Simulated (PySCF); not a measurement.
HO2, SMILES [O]O, multiplicity 2.

Geometry: B3LYP-D3(BJ)/def2-TZVPD. The isomer is the one that the SMILES or the coordinates give; other isomers of the formula were not compared.

Level of theory: B3LYP/def2-TZVPD (PySCF).

Isolated molecule, no solvent.

Computed frontier levels, dipole moment and polarisability:
- α spin, highest occupied and lowest empty level = -8.48 and -0.46 eV
- β spin, highest occupied and lowest empty level = -7.97 and -3.66 eV
- dipole moment = 2.20 D
- quadrupole, principal values (traceless, Buckingham form, about the centre of nuclear charge) = -2.33, -0.59, 2.92 D·Å
- mean static polarisability = 13.6 bohr³ (2.01 Å³)
- polarisability, principal values = 10.0, 11.7, 18.9 bohr³
- ⟨S²⟩ = 0.754 (pure state 0.75)
